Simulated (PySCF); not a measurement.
Computed Raman spectrum (relative Raman activity) of a molecule C2H6GeO. Coordinates come from a PBE0-D3(BJ)/def2-SVP optimisation. Other conformers were not sampled. Method: PBE0-D3(BJ)/def2-SVP (PySCF 2.14.0). Frequencies are harmonic and unscaled.

| ν (cm⁻¹) | relative intensity |
|---|---|
| 64 | 3.0 |
| 482 | 3.8 |
| 613 | 3.0 |
| 703 | 5.5 |
| 709 | 6.9 |
| 818 | 8.3 |
| 858 | 9.8 |
| 912 | 2.7 |
| 1005 | 2.4 |
| 1268 | 5.5 |
| 1416 | 11 |
| 1686 | 7.1 |
| 2129 | 100 |
| 2186 | 61 |
| 3136 | 53 |
| 3165 | 79 |
| 3232 | 51 |
| 3912 | 51 |

### Question
Pick the molecule that these values belong to.
(A) C=[CH][GeH2][OH]
(B) C=C[O][GeH3]
(C) C[O][Ge][CH3]
(D) C[C](=O)[GeH3]

### Answer
A, C=[CH][GeH2][OH]
